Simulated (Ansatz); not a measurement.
Br2H2O2Ti, SMILES `[OH][Ti]([OH])([Br])[Br]`, relaxed with RKS PBE-D4/def2-SVP in Ansatz 0.2.0 from a rough embedded geometry. The force threshold is 0.03 eV/Å; the program also tests the step.

Total charge 0; spin multiplicity 1.

Start:

```xyz
7

O     1.515   -0.075    0.912
Ti   -0.164    0.198   -0.040
O    -1.415   -1.148    0.578
Br   -1.135    2.410    0.422
Br    0.170   -0.027   -2.509
H     2.138    0.684    0.492
H    -1.110   -2.042    0.145
```

```json
{"step": "1", "energy (eV)": "-167286.4639", "largest force (eV/Å)": "3.060", "largest move (Å)": "0.000"}
{"step": "2", "energy (eV)": "-167287.2897", "largest force (eV/Å)": "1.624", "largest move (Å)": "0.193"}
{"step": "3", "energy (eV)": "-167287.4497", "largest force (eV/Å)": "0.260", "largest move (Å)": "0.063"}
{"step": "4", "energy (eV)": "-167287.4785", "largest force (eV/Å)": "0.225", "largest move (Å)": "0.062"}
{"step": "5", "energy (eV)": "-167287.5147", "largest force (eV/Å)": "0.316", "largest move (Å)": "0.133"}
{"step": "6", "energy (eV)": "-167287.5354", "largest force (eV/Å)": "0.444", "largest move (Å)": "0.143"}
{"step": "7 (rejected)", "energy (eV)": "-167287.5342", "largest force (eV/Å)": "0.851", "largest move (Å)": "0.139"}
{"step": "8", "energy (eV)": "-167287.5478", "largest force (eV/Å)": "0.088", "largest move (Å)": "0.070"}
{"step": "9 (rejected)", "energy (eV)": "-167287.5457", "largest force (eV/Å)": "0.778", "largest move (Å)": "0.098"}
{"step": "10", "energy (eV)": "-167287.5523", "largest force (eV/Å)": "0.059", "largest move (Å)": "0.049"}
{"step": "11", "energy (eV)": "-167287.5559", "largest force (eV/Å)": "0.103", "largest move (Å)": "0.050"}
{"step": "12", "energy (eV)": "-167287.5579", "largest force (eV/Å)": "0.368", "largest move (Å)": "0.073"}
{"step": "13", "energy (eV)": "-167287.5624", "largest force (eV/Å)": "0.018", "largest move (Å)": "0.085"}
{"step": "14 (rejected)", "energy (eV)": "-167287.5623", "largest force (eV/Å)": "0.052", "largest move (Å)": "0.042"}
{"step": "15", "energy (eV)": "-167287.5626", "largest force (eV/Å)": "0.021", "largest move (Å)": "0.020"}
```

End:

```xyz
7

O     1.342   -0.019    0.625
Ti   -0.196    0.180   -0.215
O    -1.264   -1.172    0.201
Br   -1.160    2.241    0.444
Br    0.209    0.225   -2.550
H     2.174    0.480    0.711
H    -1.105   -1.937    0.785
```

Run time 17 s (8 threads of an Arm Neoverse V2 on a shared host); peak host memory 0.26 GiB.
